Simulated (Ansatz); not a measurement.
Ansatz (a first-principles code) input for Nb(OH)2 (H2NbO2), SMILES [OH][Nb][OH] (connectivity only; charge and spin as stated), neutral, multiplicity 4, CAM-B3LYP/def2-TZVPD. Coordinates come from a PBE0-D3(BJ)/def2-TZVP optimisation. The spin state was assumed, not searched. The def2 effective core potentials stand for the cores of Nb; spin–orbit coupling is left out. One conformer was computed; it need not be the lowest.

Ansatz 0.2 input:
```yaml
crystal:
  periodic: [false, false, false]
  atoms:
    - {symbol: Nb, position_ang: [0.00000000, 0.00000000, 0.00000000]}
    - {symbol: O, position_ang: [0.00000000, 0.00000000, -1.88542856]}
    - {symbol: H, position_ang: [0.00000000, 0.00000000, -2.83811036]}
    - {symbol: O, position_ang: [0.00000000, 0.00000000, 1.88542856]}
    - {symbol: H, position_ang: [0.00000000, 0.00000000, 2.83811036]}
basis:
  gaussian:
    orbitals: def2-TZVPD
hamiltonian:
  xc: {name: CAM-B3LYP}
magnetization: {spin_polarized: true, initial_magnetization: 3}
```

Log of the run:

```
WARN ansatz: RAYON_NUM_THREADS=1 ignored (pool sized by the plan → 1); use --threads N
Functional definition: CAM-B3LYP
integrals: 0.06 GiB planned
825 factors; their error is unknown
integrals: 0.09 GiB planned
272 factors; integrals over basis functions are off by at most 7.8e-5 eV
mean field: 0.70 GiB planned
mean field evaluation 1: about -5668.4959 eV, gradient 5.4e1 eV
mean field evaluation 2: about -5650.7164 eV, gradient 8.9e1 eV
mean field evaluation 4: about -5677.6160 eV, gradient 2.5e0 eV
mean field evaluation 8: about -5677.6522 eV, gradient 2.6e-2 eV
mean field evaluation 16: about -5677.6745 eV, gradient 2.2e-5 eV
mean field -5677.67445827 eV, -208.6506878756 hartree, gradient 2.2e-5 eV, S^2 3.756330; 1 other end points of the search recorded, 0 dependent functions left out
reference -5677.67457772 eV, -208.6506922650 hartree; 17, 14 occupied and 121, 124 virtual orbitals, 825 factors
Total energy: -5677.67457772 eV, -208.6506922650 hartree
```

Self-consistency was reached.

Cost: very roughly 5 core-seconds.
